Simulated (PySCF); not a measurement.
# Computed structure and properties of [PbBr2]2+

System: [PbBr2]2+ (singlet); start: template (C2v). Method: PySCF 2.14.0, RKS PBE0, Pb def2-SVP with ECP60, Br def2-SVP; non-relativistic Hamiltonian with scalar-relativistic core potentials where named; density fitting; no spin-orbit coupling.

Input of the relaxation:

```python
mol = gto.M(atom='''
Pb     0.00000     0.00000    -0.44256
Br     2.29200    -0.00000     0.58314
Br    -2.29200     0.00000     0.58314''',
    basis={'Pb': 'def2-SVP', 'Br': 'def2-SVP'},
    ecp={'Pb': 'def2-SVP'},
    charge=2, spin=0)
mf = dft.RKS(mol, xc='PBE0')
mf.grids.atom_grid = (50, 194)
mf = mf.density_fit()  # fitting sets: Pb def2-universal-JKFIT, Br def2-universal-JKFIT
mf.conv_tol = 1e-08; mf.max_cycle = 55
mf.kernel(dm0)  # dm0: converged density of the start geometry
# quasi-Newton relaxation in Cartesian coordinates to a largest gradient under 0.00045 Eh/bohr, steps kept in the point group
```

Run from Python with OMP_NUM_THREADS=2; the lines above give its settings. Where DIIS fails, smearing, a level shift and second-order steps follow.
It took 48 s on 2 threads of AMD EPYC 7571, on a shared host, from the converged density of the start.

Course of the relaxation:

```tsv
step	energy above end (eV)	largest force component within the symmetry (eV/Å)
0	0.4493	0.828
1	0.3121	0.744
2	0.1099	0.529
3	0.0382	0.514
4	0.0045	0.152
5	0.0002	0.022
6	0.0000	0.009
7	0.0000	0.001
```

Relaxed geometry (D∞h):

```xyz
3

Pb    0.0000    0.0000    0.2412
Br    2.4539    0.0000    0.2413
Br   -2.4539    0.0000    0.2413
```

```
     contact      Å
Pb1–Br2 (Br)  2.454
Pb1–Br3 (Br)  2.454
```

On the finer grid (75, 302):

```json
{"HOMO": "-20.04 eV", "LUMO": "-16.86 eV", "Dipole about the centre of mass": "0.00 D", "Set of Mulliken populations of Pb1 outside the core potential": "s 3.65, p 6.94, d 10.14", "D3(BJ) dispersion energy (not in the energies)": "-0.085 eV"}
```

```tsv
atom	Mulliken (e)	Löwdin (e)	spin (e)
Pb1	1.27	1.00	0.00
Br2	0.37	0.50	0.00
Br3	0.37	0.50	0.00
```

On the grid (50, 194), as all that follows. Harmonic modes: a minimum within the noise of the softest modes; lowest 51 cm⁻¹ (negative: unstable), highest 286 cm⁻¹, zero-point energy 0.036 eV.

Taking off one Br (charge -1, singlet; the rest: singlet) in vacuum, both parts rigid, costs 24.67 eV; the small basis without counterpoise inflates it. Most of it is the attraction of opposite charges; other ways to part are cheaper, and one spin state was tried for the rest.

Rigid scan of Br along the line from its metal:

```json
{"distance to Br2 (Å)": "2.15", "energy (eV)": "0.951"}
{"distance to Br2 (Å)": "2.25", "energy (eV)": "0.356"}
{"distance to Br2 (Å)": "2.35", "energy (eV)": "0.074"}
{"distance to Br2 (Å)": "2.45", "energy (eV)": "0.000"}
{"distance to Br2 (Å)": "2.55", "energy (eV)": "0.053"}
{"distance to Br2 (Å)": "2.65", "energy (eV)": "0.184"}
{"distance to Br2 (Å)": "2.85", "energy (eV)": "0.536"}
```

One start shape was tried, so this needn't be the lowest isomer.
